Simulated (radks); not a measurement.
Task: The manganese ion Mn2+, [Ar] 3d5. All-electron calculation, non-relativistic Kohn-Sham, PBE, spin-polarised, spherical densities, point nucleus. Program: a radial shooting solver on a logarithmic mesh with Libxc functionals. Every spin shell is full or empty, so the densities are truly spherical. Functionals are evaluated on that one density, not self-consistently. Rank these exchange functionals by their error against the exact value of the orbitals, and give that value: LDA, revPBE, RPBE, PW86, SOGGA, B86b, TPSS, SCAN, r2SCAN, MS2, Tao-Mo.

Result: Exact: -50.6279 hartree. From best to worst, with 100 (|E| - |E exact|)/|E exact| (equal figures are ties): RPBE 0.00, r2SCAN +0.06, revPBE -0.10, MS2 -0.12, TPSS +0.16, B86b +0.16, SCAN +0.33, PW86 +0.35, Tao-Mo -0.35, SOGGA -2.91, LDA -6.54.
